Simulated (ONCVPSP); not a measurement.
## Varying the ONCV potential for gallium

Base potential:

gallium, optimised norm-conserving Vanderbilt (ONCV), made with ONCVPSP 4.0.1 (PBEsol, non-relativistic). Core [Ar], reference 3d10 4s2 4p1. Waves: 4s: rc 2.10 bohr, ncon 4, nbas 7, qcut 3.6 1/bohr, 2 projectors, debl 0.5 Ha; 4p: rc 2.35 bohr, ncon 4, nbas 7, qcut 3 1/bohr, 2 projectors, debl 2.7 Ha; 3d: rc 1.35 bohr, ncon 4, nbas 8, qcut 13.6 1/bohr, 1 projector. Local part: polynomial inside 1.35 bohr (lpopt 5, dvloc0 0 Ha). Core correction: polynomial model core, fcfact 0.45.

Cutoffs, loose and tight: the cutoffs (Ha) at which the residual kinetic energy of the hardest occupied pseudo-wave falls to 1 and 0.1 mHa per electron. They do not see the model core or the augmentation charge, which bear on the density cutoff. Test errors are all-electron minus pseudo excitation energies from the reference, over the configurations 3d10 4s2 4p0; 3d10 4s1 4p0; 3d10 4s0 4p0; 3d10 4s0 4p3. A dash means not determined; rows that change the core or the reference have their own tests. The largest error is taken over the tests solved by every variant that gives reliable tests at all: 3d10 4s0 4p3; 3d10 4s1 4p0; 3d10 4s2 4p0.

```json
{"change": "base", "outcome": "generated", "cutoff, loose": "67 Ha", "cutoff, tight": "75 Ha", "bound ghosts": "none", "GHOST(+) flags above zero": "s", "largest test error (meV)": "-16"}
{"change": "reference 3d10 4s2 4p0.5", "outcome": "generated", "cutoff, loose": "67 Ha", "cutoff, tight": "75 Ha", "bound ghosts": "none", "GHOST(+) flags above zero": "s", "largest test error (meV)": "-13"}
{"change": "p: qcut 4", "outcome": "generated", "cutoff, loose": "67 Ha", "cutoff, tight": "75 Ha", "bound ghosts": "none", "GHOST(+) flags above zero": "s", "largest test error (meV)": "-14"}
```

(1) What comes out with this change to the base: s: qcut 2.3; p: qcut 1.9; d: qcut 8.8?

Results:

(1) outcome: generated; cutoff, loose: 113 Ha; cutoff, tight: 138 Ha; bound ghosts: none; GHOST(+) flags above zero: s; largest test error (meV): -14.
